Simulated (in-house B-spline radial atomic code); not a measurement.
Results of a calculation; reference values are marked as such.
## Weak and strong correlation along the adiabatic connection

Two-electron singlets in several external potentials (atomic units), by full CI in B-splines with partial waves to l = 8 (correlation energies up to 0.6 % small). The repulsion is scaled by λ at fixed density; W(λ) is the mean repulsion less the Hartree energy, W(0) = E_x, and the area under W from 0 to 1 is E_xc.

Relative drop (W(λ) − E_x)/E_x:

| system | λ = 0.12 | λ = 0.25 | λ = 0.4 | λ = 0.6 | λ = 0.8 | λ = 1 |
| --- | --- | --- | --- | --- | --- | --- |
| −Z/r, Z = 1.5, wall at 2.8 bohr | 0.0123 | 0.0248 | 0.0382 | 0.0546 | 0.0695 | 0.0831 |
| −Z/r, Z = 0.932, wall at 5.08 bohr | 0.0224 | 0.0439 | 0.0658 | 0.0910 | 0.1125 | 0.1310 |
| empty sphere, radius 3.71 bohr | 0.0286 | 0.0556 | 0.0823 | 0.1119 | 0.1362 | 0.1564 |
| −Z/r, Z = 3.25 | 0.0062 | 0.0127 | 0.0199 | 0.0291 | 0.0380 | 0.0464 |
| −Z exp(−kr)/r, Z = 2.35, k = 0.508 | 0.0098 | 0.0199 | 0.0310 | 0.0448 | 0.0576 | 0.0696 |
| −Z/r, Z = 17 | 0.0011 | 0.0022 | 0.0035 | 0.0053 | 0.0070 | 0.0088 |
| −V exp(−r²/w²), V = 1.27, w = 8.88 | 0.0399 | 0.0751 | 0.1077 | 0.1416 | 0.1678 | 0.1886 |

(1) Order the systems by how far second-order (GL2) theory, half the initial slope (estimated from the first points of each curve), overshoots the correlation energy, least first.
A. −Z/r, Z = 1.5, wall at 2.8 bohr
B. −Z exp(−kr)/r, Z = 2.35, k = 0.508
C. −V exp(−r²/w²), V = 1.27, w = 8.88
D. −Z/r, Z = 17
E. −Z/r, Z = 0.932, wall at 5.08 bohr
F. −Z/r, Z = 3.25
G. empty sphere, radius 3.71 bohr

(2) What else changes along this order?

Answers

(1) D (GL2/E_c = 1.01), F (GL2/E_c = 1.08), B (GL2/E_c = 1.13), A (GL2/E_c = 1.18), E (GL2/E_c = 1.33), G (GL2/E_c = 1.40), C (GL2/E_c = 1.59).

(2) The ratio follows the bend of the curve. With it the leading natural occupation goes from 2.000 to 1.875 and −T_c/E_c from 0.99 to 0.63 between the first and the last.
